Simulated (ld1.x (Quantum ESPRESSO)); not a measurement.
# Building the ultrasoft potential for hafnium (PBE, scalar-relativistic).

ld1.x (Quantum ESPRESSO) 7.5 was run on this input:

```
&input
   title='Hf', zed=72., rel=1, dft='PBE', iswitch=3,
   config='[Xe] 4f14 5d2 6s1.75 6p0.25',
   nld=3, rlderiv=3.65, eminld=-5.0, emaxld=5.0, deld=0.02
 /
 &inputp
   pseudotype=3, tm=.true., lloc=-1, rcloc=2.50,
   nlcc=.true.,
   which_augfun='PSQ', rmatch_augfun_nc=.true.,
   file_pseudopw='Hf.UPF', file_wfcaegen='ae.wfc', file_wfcncgen='nc.wfc', file_beta='beta', file_chi='chi', file_wfcusgen='us.wfc'
 /
6
6S  1  0   1.75   0.00  2.90  3.35  0.0
6S  1  0   0.00  -0.05  2.90  3.35  0.0
5P  2  1   6.00   0.00  2.20  2.40  0.0
6P  3  1   0.25   0.00  2.20  2.40  0.0
5D  3  2   2.00   0.00  1.70  2.30  0.0
5D  3  2   0.00   1.20  1.70  2.30  0.0
 &test
   configts(1)='5p6 5d2 6s1.75 6p0.25'
 /
```

Command:

```bash
ld1.x < Hf.in > Hf.out
```

The program printed (shortened: banner, matrices, multipoles, cross overlaps and the repeated all-electron block are left out):

```
Program LD1 v.7.5
     --------------------------- All-electron run ----------------------------

     Hf
     scalar relativistic calculation

     atomic number is 72.00
     dft =PBE   lsd =0 sic =0 latt =0  beta=0.20 tr2=1.0E-14
     Exchange-correlation= PBE
                           (   1   4   3   4   0   0   0)
     mesh =1271 r(mesh) =  99.31870 a.u. xmin = -7.00 dx = 0.01250
     1 Ry =  13.60569312 eV, c = 137.03599908

     n l     nl                  e(Ry)          e(Ha)          e(eV)
     1 0     1S 1( 2.00)     -4798.6392     -2399.3196    -65288.8123
     2 0     2S 1( 2.00)      -820.6735      -410.3367    -11165.8314
     2 1     2P 1( 6.00)      -720.5436      -360.2718     -9803.4957
     3 0     3S 1( 2.00)      -187.0148       -93.5074     -2544.4658
     3 1     3P 1( 6.00)      -157.1064       -78.5532     -2137.5419
     4 0     4S 1( 2.00)       -37.6995       -18.8498      -512.9280
     4 1     4P 1( 6.00)       -27.8896       -13.9448      -379.4572
     3 2     3D 1(10.00)      -121.7310       -60.8655     -1656.2344
     5 0     5S 1( 2.00)        -4.9535        -2.4767       -67.3957
     5 1     5P 1( 6.00)        -2.6425        -1.3213       -35.9533
     4 2     4D 1(10.00)       -15.2179        -7.6089      -207.0495
     4 3     4F 1(14.00)        -1.2652        -0.6326       -17.2134
     5 2     5D 1( 2.00)        -0.2205        -0.1103        -3.0001
     6 0     6S 1( 1.75)        -0.3930        -0.1965        -5.3474
     6 1     6P 1( 0.25)        -0.1161        -0.0580        -1.5791

     final scf error:  8.7E-15 reached in  26 iterations

     Etot =  -30156.374295 Ry,  -15078.187147 Ha, -410298.374355 eV

     Ekin =   33046.641559 Ry,   16523.320780 Ha,  449622.463802 eV
     Encl =  -74398.410388 Ry,  -37199.205194 Ha,-1012241.940579 eV
     Eh   =   11810.524073 Ry,    5905.262037 Ha,  160690.366161 eV
     Exc  =    -615.129539 Ry,    -307.564770 Ha,   -8369.263739 eV

     normalization and overlap integrals

     s(1S/1S) =  1.000000  <r> =   0.0190  <r2> =    0.0005  r(max) =   0.0120
     s(2S/2S) =  1.000000  <r> =   0.0804  <r2> =    0.0076  r(max) =   0.0679
     s(2P/2P) =  1.000000  <r> =   0.0717  <r2> =    0.0063  r(max) =   0.0556
     s(3S/3S) =  1.000000  <r> =   0.2086  <r2> =    0.0498  r(max) =   0.1917
     s(3P/3P) =  1.000000  <r> =   0.2085  <r2> =    0.0504  r(max) =   0.1893
     s(4S/4S) =  1.000000  <r> =   0.4682  <r2> =    0.2475  r(max) =   0.4375
     s(4P/4P) =  1.000000  <r> =   0.4976  <r2> =    0.2818  r(max) =   0.4599
     s(3D/3D) =  1.000000  <r> =   0.1890  <r2> =    0.0419  r(max) =   0.1550
     s(5S/5S) =  1.000000  <r> =   1.1348  <r2> =    1.4495  r(max) =   1.0109
     s(5P/5P) =  1.000000  <r> =   1.3420  <r2> =    2.0495  r(max) =   1.1599
     s(4D/4D) =  1.000000  <r> =   0.5352  <r2> =    0.3323  r(max) =   0.4716
     s(4F/4F) =  1.000000  <r> =   0.6772  <r2> =    0.5952  r(max) =   0.4542
     s(5D/5D) =  1.000000  <r> =   2.4830  <r2> =    7.7265  r(max) =   1.6876
     s(6S/6S) =  1.000000  <r> =   3.4306  <r2> =   13.4281  r(max) =   2.8888
     s(6P/6P) =  1.000000  <r> =   5.0847  <r2> =   30.2102  r(max) =   3.9982

     ------------------------ End of All-electron run ------------------------

     --------------------- Generating US pseudopotential ---------------------

      Generating local potential from pseudized AE potential:
      Matching radius rcloc =   2.5000

      Local pseudo, rcloc= 2.518 Estimated cut-off energy=     3.88 Ry

      Computing core charge for nlcc:

       r > 1.00 : true rho core
       r < 1.00 : rho core = a sin(br)/r    a=  21.21  b=   2.58

      Integrated core pseudo-charge :  12.42
      Wfc-us  6S rcutus= 3.315  Estimated cut-off energy=     4.24 Ry
      Wfc-us  6S rcutus= 3.315  Estimated cut-off energy=     4.95 Ry
      Wfc-us  5P rcutus= 2.395  Estimated cut-off energy=    15.19 Ry
      Wfc-us  6P rcutus= 2.395  Estimated cut-off energy=    28.47 Ry
      Wfc-us  5D rcutus= 2.278  Estimated cut-off energy=    21.89 Ry
      Wfc-us  5D rcutus= 2.278  Estimated cut-off energy=    31.49 Ry

     Q pseudized with Bessel functions
     Expected ecutrho=     144.6703 due to l1=  2   l2=  2

     ------------------- End of pseudopotential generation -------------------

     Computing logarithmic derivative in   3.64044
     Computing logarithmic derivative in   3.64044
     Computing the partial wave expansion
     R is outside the sphere for l=    0 j= 0.00
     R is outside the sphere for l=    0 j= 0.00
     R is outside the sphere for l=    1 j= 0.00
     R is outside the sphere for l=    1 j= 0.00
     R is outside the sphere for l=    2 j= 0.00
     R is outside the sphere for l=    2 j= 0.00

     ---------------------- Testing the pseudopotential ----------------------

     Hf
     scalar relativistic calculation

     atomic number is 72.00   valence charge is 10.00
     dft =PBE   lsd =0 sic =0 latt =0  beta=0.20 tr2=1.0E-14
     mesh =1271 r(mesh) =  99.31870 xmin = -7.00 dx = 0.01250

     n l     nl             e AE (Ry)        e PS (Ry)    De AE-PS (Ry)
     2 1     5P   1( 6.00)       -2.64252       -2.64252       -0.00000
     3 2     5D   1( 2.00)       -0.22050       -0.22050       -0.00000
     1 0     6S   1( 1.75)       -0.39303       -0.39303       -0.00000
     3 1     6P   1( 0.25)       -0.11606       -0.11606       -0.00000

     eps = 1.7E-17  iter =  4

     Etot =  -30156.374295 Ry,  -15078.187147 Ha, -410298.374355 eV
     Etotps =   -87.834877 Ry,     -43.917438 Ha,   -1195.054378 eV

     Ekin =      15.330482 Ry,       7.665241 Ha,     208.581840 eV
     Encl =    -115.617802 Ry,     -57.808901 Ha,   -1573.060327 eV
     Ehrt =      49.338785 Ry,      24.669392 Ha,     671.288361 eV
     Ecxc =     -36.028005 Ry,     -18.014003 Ha,    -490.185980 eV
     (Ecc =     -22.763270 Ry,     -11.381635 Ha,    -309.710068 eV)
     Epseu=      -0.858337 Ry,      -0.429169 Ha,     -11.678272 eV

     ---------------------- End of pseudopotential test ----------------------
```

Generation and configuration tests took about 2.2 s on one core of a shared server CPU.
